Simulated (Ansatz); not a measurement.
`C1[O][GeH2][O]1` → C• + Ge• + 4 H• + 2 O•  (atomization)

Calculated with Ansatz (gas phase, PBE0-D4/def2-TZVP geometries, no zero-point term in ΔE). CCSD(T)/CBS adds triple-zeta CCSD(T) − MP2 to the extrapolated MP2 energy (def2 sets, frozen cores). This one scheme is used for every species, atoms too. DFT in def2-TZVPP. Open shells (•) are unrestricted, without spin–orbit coupling. Spin–orbit coupling would lower the free atoms: a little for C, O; clearly for Ge. For Ge outer-core shells are correlated without core-valence functions, so the limit isn't a true one: a few kJ/mol of doubt a bond, and 10 to 20 or more in all where bonds break to atoms. Scalar relativity is left out up to krypton.

Q: What is ΔE at CCSD(T)/CBS? (Estimate.)

A: Ansatz gave: +2842.6 kJ/mol.

Q: What do these levels give: BHLYP-D4, B2PLYP, PBE-QIDH, MP2/def2-SVP, CCSD(T)/def2-SVP, CCSD/def2-TZVPP? (Best estimate.)

A: Ansatz gave: BHLYP-D4 2687.6, B2PLYP 2792.2, PBE-QIDH 2803.3, MP2/def2-SVP 2697.8, CCSD(T)/def2-SVP 2638.8, CCSD/def2-TZVPP 2712.4 kJ/mol.

Largest T1 diagnostic among the species: 0.012.

Leaving LDA and LC-ωPBE aside and taking each functional with its dispersion term where it has one, the values, not all of them listed here, spread over 204.4 kJ/mol, from BHLYP-D4 to PBE-D4. LDA lies +449.6 kJ/mol from PBE without D4, its usual overbinding. The D4 term adds +22.4 kJ/mol with B3LYP and +11.4 kJ/mol with PBE0; it sums over pairs of atoms, weighted by their polarisabilities, and B3LYP, whose exchange is more repulsive, gets the larger term. From PBE to PBE0 (25 % exact exchange), in def2-TZVPP and without D4, ΔE moves by −77.8 kJ/mol: exact exchange takes away binding that semilocal exchange gives to molecules.

B3LYP here is the variant with VWN-RPA as its local correlation; programs differ in this.

For atomizations the MP2-based limit and the directly extrapolated one differ by several kJ/mol either way, and by 10 to 25 for some Ge, Se and Sn compounds, so smaller differences from it don't rank the levels.
